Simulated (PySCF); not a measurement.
Record of a relaxation.

Species: H8OSSi3.
Numbering: `[SiH3:1][O:2][SiH2:3][SiH2:4][SH:5]` (hydrogens: H6, H7, H8 on Si1; H9, H10 on Si3; H11, H12 on Si4; H13 on S5)

Computed by this run: PySCF, PBE0-D3(BJ)/def2-SVP geometry optimisation, gas phase; density fitting, grid level 1; the optimiser is geomeTRIC in internal coordinates, started from a GFN2-xTB structure with every atom displaced at random (about 0.01 Å). 12 of its 19 geometries are shown. The frame can shift and turn from step to step; on so coarse a grid that alone can change the energy by a few meV, and forces under 0.02 eV/Å are noise.

Step 0: E = -36619.3388 eV, largest atomic force 2.099 eV/Å
```
atom  x, y, z in Å  |  force x, y, z in eV/Å
Si1     2.793   -0.075    0.027   -1.094   1.102  -0.200
O2      1.162    0.077    0.211    0.494  -0.389  -0.118
Si3    -0.304    0.751    0.461    0.863   0.301   0.801
Si4    -1.688   -0.890   -0.257   -2.099   0.014  -0.006
S5     -3.772   -0.217   -0.121    0.040  -0.281   0.421
H6      3.099   -1.324    0.639    0.724  -1.183   0.488
H7      3.010   -0.033   -1.419    0.478  -0.112  -0.525
H8      3.428    1.086    0.687    0.401   0.102   0.127
H9     -0.343    1.111    1.912   -0.471  -0.062   0.036
H10    -0.343    2.005   -0.287   -0.445   0.562  -0.442
H11    -1.585   -1.333   -1.640    0.639  -0.110  -0.727
H12    -1.804   -2.113    0.554    0.326  -0.261   0.388
H13    -3.647    0.939   -0.778    0.144   0.317  -0.244
```

Step 2: E = -36619.7638 eV, largest atomic force 0.340 eV/Å
```
atom  x, y, z in Å  |  force x, y, z in eV/Å
Si1     2.847   -0.059    0.027   -0.059   0.054  -0.002
O2      1.206    0.055    0.196   -0.031   0.062   0.023
Si3    -0.304    0.697    0.439    0.197  -0.074  -0.002
Si4    -1.853   -0.898   -0.264   -0.339   0.005  -0.028
S5     -3.857   -0.094   -0.047    0.112  -0.008   0.021
H6      3.303   -1.343    0.630    0.017  -0.009  -0.004
H7      3.203   -0.032   -1.423    0.002  -0.016   0.004
H8      3.526    1.083    0.711   -0.002  -0.010   0.011
H9     -0.506    1.025    1.883   -0.010   0.003   0.000
H10    -0.476    1.955   -0.354   -0.017   0.010  -0.005
H11    -1.597   -1.334   -1.672    0.061  -0.006  -0.001
H12    -1.865   -2.104    0.616    0.050  -0.002   0.002
H13    -3.622    1.033   -0.754    0.019  -0.010  -0.019
```

Step 3: E = -36619.7701 eV, largest atomic force 0.032 eV/Å
```
atom  x, y, z in Å  |  force x, y, z in eV/Å
Si1     2.854   -0.046    0.029    0.028   0.013  -0.003
O2      1.213    0.041    0.193   -0.027   0.009   0.015
Si3    -0.300    0.670    0.434   -0.008  -0.017  -0.019
Si4    -1.885   -0.906   -0.262    0.002  -0.029  -0.004
S5     -3.859   -0.057   -0.042    0.025   0.020   0.003
H6      3.335   -1.328    0.622   -0.009   0.007  -0.004
H7      3.218   -0.007   -1.418   -0.006   0.000   0.006
H8      3.514    1.099    0.728   -0.007  -0.003   0.003
H9     -0.510    1.003    1.876    0.014  -0.004   0.009
H10    -0.482    1.928   -0.358    0.005   0.001  -0.001
H11    -1.613   -1.354   -1.665   -0.009   0.003   0.009
H12    -1.891   -2.107    0.626   -0.008   0.006  -0.006
H13    -3.591    1.047   -0.775   -0.001  -0.005  -0.008
```

Step 5: E = -36619.7730 eV, largest atomic force 0.120 eV/Å
```
atom  x, y, z in Å  |  force x, y, z in eV/Å
Si1     2.869   -0.013    0.039    0.003   0.010   0.005
O2      1.224    0.007    0.186    0.028  -0.070  -0.016
Si3    -0.297    0.610    0.422   -0.054   0.054   0.016
Si4    -1.920   -0.938   -0.254    0.119  -0.009  -0.007
S5     -3.831    0.038   -0.042   -0.044   0.028   0.013
H6      3.390   -1.293    0.600   -0.001  -0.004   0.003
H7      3.245    0.078   -1.402    0.005   0.008  -0.004
H8      3.475    1.134    0.780    0.006   0.004  -0.002
H9     -0.502    0.950    1.864   -0.007  -0.009  -0.006
H10    -0.487    1.866   -0.375   -0.013  -0.008  -0.001
H11    -1.678   -1.418   -1.650   -0.012  -0.007  -0.002
H12    -1.981   -2.121    0.655   -0.024   0.001   0.002
H13    -3.503    1.083   -0.834   -0.005   0.002  -0.001
```

Step 7: E = -36619.7743 eV, largest atomic force 0.060 eV/Å
```
atom  x, y, z in Å  |  force x, y, z in eV/Å
Si1     2.882    0.006    0.045   -0.005   0.017   0.008
O2      1.234   -0.029    0.172    0.004  -0.057  -0.019
Si3    -0.292    0.568    0.406   -0.002   0.042   0.017
Si4    -1.938   -0.959   -0.246    0.016   0.009  -0.005
S5     -3.800    0.115   -0.027   -0.009  -0.005   0.004
H6      3.432   -1.277    0.568    0.002  -0.004  -0.001
H7      3.272    0.163   -1.387    0.003   0.004  -0.003
H8      3.443    1.144    0.834    0.004   0.001  -0.001
H9     -0.496    0.914    1.846   -0.006  -0.001  -0.003
H10    -0.491    1.817   -0.400   -0.001  -0.003  -0.001
H11    -1.739   -1.472   -1.638   -0.001  -0.003  -0.002
H12    -2.056   -2.120    0.684   -0.001  -0.003   0.003
H13    -3.446    1.113   -0.867   -0.003   0.003   0.003
```

Step 8: E = -36619.7748 eV, largest atomic force 0.049 eV/Å
```
atom  x, y, z in Å  |  force x, y, z in eV/Å
Si1     2.883    0.005    0.044    0.004   0.019   0.007
O2      1.235   -0.041    0.163   -0.020  -0.030  -0.011
Si3    -0.288    0.567    0.398    0.026   0.011   0.004
Si4    -1.937   -0.959   -0.244   -0.048   0.008   0.004
S5     -3.797    0.121   -0.013    0.017  -0.015  -0.005
H6      3.437   -1.284    0.548    0.000   0.000  -0.004
H7      3.280    0.190   -1.383   -0.001   0.000   0.000
H8      3.437    1.132    0.854   -0.001  -0.003   0.002
H9     -0.492    0.916    1.837    0.001   0.006   0.002
H10    -0.487    1.812   -0.413    0.006   0.002   0.000
H11    -1.752   -1.480   -1.634    0.004   0.003   0.000
H12    -2.061   -2.114    0.693    0.013  -0.002  -0.001
H13    -3.454    1.117   -0.861    0.001   0.001   0.003
```

Step 10: E = -36619.7775 eV, largest atomic force 0.164 eV/Å
```
atom  x, y, z in Å  |  force x, y, z in eV/Å
Si1     2.887    0.005    0.039    0.053   0.013   0.001
O2      1.238   -0.135    0.079   -0.071   0.054   0.014
Si3    -0.258    0.544    0.328    0.050  -0.084  -0.033
Si4    -1.961   -0.958   -0.211   -0.158   0.003   0.045
S5     -3.785    0.175    0.078    0.045  -0.038  -0.032
H6      3.484   -1.324    0.360   -0.006   0.013  -0.011
H7      3.329    0.434   -1.322   -0.010  -0.010   0.007
H8      3.358    1.015    1.036   -0.017  -0.012   0.005
H9     -0.428    0.941    1.758    0.026   0.026   0.013
H10    -0.435    1.766   -0.522    0.020   0.011   0.002
H11    -1.858   -1.542   -1.585    0.013   0.027   0.001
H12    -2.083   -2.071    0.777    0.040   0.003  -0.013
H13    -3.481    1.134   -0.825    0.015  -0.006   0.001
```

Step 11: E = -36619.7794 eV, largest atomic force 0.140 eV/Å
```
atom  x, y, z in Å  |  force x, y, z in eV/Å
Si1     2.885    0.001    0.035    0.046   0.007   0.000
O2      1.235   -0.153    0.055   -0.058   0.058   0.014
Si3    -0.251    0.548    0.310    0.039  -0.086  -0.031
Si4    -1.966   -0.953   -0.199   -0.133  -0.002   0.043
S5     -3.795    0.168    0.099    0.040  -0.027  -0.027
H6      3.488   -1.336    0.302   -0.007   0.011  -0.009
H7      3.335    0.493   -1.301   -0.010  -0.009   0.005
H8      3.337    0.969    1.082   -0.016  -0.010   0.005
H9     -0.403    0.962    1.738    0.026   0.024   0.011
H10    -0.419    1.763   -0.551    0.014   0.010   0.001
H11    -1.873   -1.545   -1.569    0.012   0.026   0.000
H12    -2.068   -2.061    0.797    0.032   0.004  -0.012
H13    -3.502    1.128   -0.808    0.014  -0.007  -0.001
```

Step 13: E = -36619.7847 eV, largest atomic force 0.053 eV/Å
```
atom  x, y, z in Å  |  force x, y, z in eV/Å
Si1     2.871    0.002    0.027    0.001  -0.032  -0.002
O2      1.230   -0.237   -0.076    0.026   0.046  -0.003
Si3    -0.219    0.527    0.216   -0.032  -0.018   0.003
Si4    -2.000   -0.948   -0.131    0.041  -0.009   0.002
S5     -3.802    0.194    0.192   -0.017   0.009   0.003
H6      3.540   -1.329    0.010    0.000  -0.003  -0.001
H7      3.347    0.813   -1.133   -0.001   0.009   0.002
H8      3.210    0.718    1.295    0.001   0.001   0.000
H9     -0.268    1.029    1.626    0.005   0.002  -0.002
H10    -0.378    1.708   -0.693   -0.011  -0.006  -0.002
H11    -1.967   -1.583   -1.484    0.002   0.000  -0.003
H12    -2.036   -2.022    0.906   -0.014   0.001   0.001
H13    -3.523    1.110   -0.763   -0.001   0.000   0.001
```

Step 15: E = -36619.7867 eV, largest atomic force 0.067 eV/Å
```
atom  x, y, z in Å  |  force x, y, z in eV/Å
Si1     2.874    0.015    0.019   -0.060  -0.026   0.011
O2      1.233   -0.191   -0.134    0.025   0.017  -0.022
Si3    -0.227    0.541    0.184    0.033   0.042   0.030
Si4    -1.992   -0.969   -0.082    0.012   0.017  -0.034
S5     -3.800    0.175    0.206    0.003   0.004   0.011
H6      3.529   -1.302   -0.211    0.018   0.002  -0.004
H7      3.364    1.006   -0.985    0.010   0.003  -0.002
H8      3.198    0.508    1.392    0.018   0.003  -0.001
H9     -0.230    1.092    1.576   -0.028  -0.014  -0.003
H10    -0.445    1.689   -0.756   -0.011  -0.013  -0.003
H11    -1.958   -1.627   -1.424   -0.001  -0.029   0.005
H12    -2.020   -2.014    0.981   -0.006  -0.008   0.006
H13    -3.519    1.059   -0.777   -0.013   0.003   0.004
```

Step 16: E = -36619.7876 eV, largest atomic force 0.044 eV/Å
```
atom  x, y, z in Å  |  force x, y, z in eV/Å
Si1     2.879    0.022    0.015   -0.034  -0.009   0.009
O2      1.234   -0.151   -0.132   -0.001   0.014  -0.013
Si3    -0.237    0.556    0.188    0.034   0.022   0.016
Si4    -1.980   -0.978   -0.075   -0.025   0.020  -0.024
S5     -3.799    0.156    0.200    0.018  -0.007   0.006
H6      3.511   -1.297   -0.265    0.011   0.002  -0.003
H7      3.379    1.038   -0.958    0.006  -0.001  -0.004
H8      3.226    0.462    1.400    0.006   0.000  -0.001
H9     -0.251    1.111    1.578   -0.017  -0.011   0.001
H10    -0.483    1.694   -0.758    0.004  -0.005  -0.002
H11    -1.935   -1.649   -1.411   -0.003  -0.022   0.008
H12    -2.014   -2.016    0.996    0.008  -0.006   0.005
H13    -3.525    1.036   -0.789   -0.007   0.001   0.004
```

Step 18: E = -36619.7881 eV, largest atomic force 0.021 eV/Å
```
atom  x, y, z in Å  |  force x, y, z in eV/Å
Si1     2.879    0.023    0.009    0.012   0.000   0.002
O2      1.234   -0.128   -0.144   -0.003   0.014   0.000
Si3    -0.239    0.572    0.179   -0.006  -0.016  -0.012
Si4    -1.971   -0.979   -0.075   -0.008  -0.002   0.004
S5     -3.798    0.136    0.222    0.002  -0.003  -0.003
H6      3.502   -1.294   -0.301   -0.003   0.001   0.000
H7      3.393    1.055   -0.941   -0.003  -0.002  -0.001
H8      3.233    0.429    1.403   -0.004   0.000  -0.001
H9     -0.266    1.117    1.573    0.004   0.000   0.004
H10    -0.491    1.708   -0.764    0.006   0.004   0.003
H11    -1.934   -1.667   -1.403   -0.005   0.002   0.003
H12    -1.983   -2.010    1.004    0.007   0.003   0.001
H13    -3.555    1.020   -0.771    0.002  -0.001   0.000
```

**Question.** Summarise the path.

**Answer.** The energy falls by 43.35 kJ/mol from step 0 to step 18; nine tenths of that is first reached at step 2. It falls at every step. The largest force goes from 2.099 to 0.021 eV/Å. Among the bonds Si3–Si4 changes most, from 2.263 to 2.338 Å; the atoms move by 0.632 Å rms after alignment.

**Question.** Follow the three bonds and two angles with the largest change from start to end.

**Answer.** 
| step | E above end (kJ/mol) | largest force (eV/Å) | Si3–Si4 (Å) | Si1–H6 (Å) | Si4–H11 (Å) | Si1–O2–Si3 (°) | S5–Si4–H11 (°) |
| --- | --- | --- | --- | --- | --- | --- | --- |
| 0 | 43.35 | 2.099 | 2.263 | 1.424 | 1.456 | 160.7 | 102.7 |
| 1 | 5.81 | 0.843 | 2.317 | 1.484 | 1.488 | 161.2 | 108.7 |
| 2 | 2.34 | 0.340 | 2.332 | 1.490 | 1.496 | 160.9 | 111.1 |
| 3 | 1.73 | 0.032 | 2.341 | 1.492 | 1.497 | 160.5 | 112.3 |
| 4 | 1.62 | 0.070 | 2.342 | 1.491 | 1.497 | 160.1 | 112.4 |
| 5 | 1.46 | 0.120 | 2.343 | 1.491 | 1.496 | 159.0 | 112.3 |
| 6 | 1.39 | 0.089 | 2.341 | 1.491 | 1.496 | 158.0 | 112.3 |
| 7 | 1.33 | 0.060 | 2.338 | 1.491 | 1.496 | 157.2 | 112.3 |
| 8 | 1.28 | 0.049 | 2.337 | 1.491 | 1.496 | 156.4 | 112.3 |
| 9 | 1.21 | 0.087 | 2.336 | 1.491 | 1.496 | 155.1 | 112.4 |
| 10 | 1.02 | 0.164 | 2.334 | 1.491 | 1.496 | 150.0 | 112.6 |
| 11 | 0.84 | 0.140 | 2.335 | 1.491 | 1.496 | 148.5 | 112.5 |
| 12 | 0.41 | 0.039 | 2.339 | 1.490 | 1.496 | 143.9 | 112.4 |
| 13 | 0.33 | 0.053 | 2.339 | 1.489 | 1.496 | 141.5 | 112.2 |
| 14 | 0.24 | 0.048 | 2.339 | 1.489 | 1.495 | 142.3 | 112.0 |
| 15 | 0.13 | 0.067 | 2.337 | 1.489 | 1.495 | 142.6 | 111.8 |
| 16 | 0.04 | 0.044 | 2.337 | 1.489 | 1.496 | 144.6 | 112.0 |
| 17 | 0.01 | 0.027 | 2.338 | 1.489 | 1.496 | 145.0 | 112.2 |
| 18 | 0.00 | 0.021 | 2.338 | 1.489 | 1.496 | 145.3 | 112.4 |

What follows is the cost of the whole optimisation. On Arm Neoverse V2, one thread, no GPU, shared host with 96 logical CPUs at a one-minute load of 107, this took 2.1 min wall and 0.53 GiB of memory at its peak.
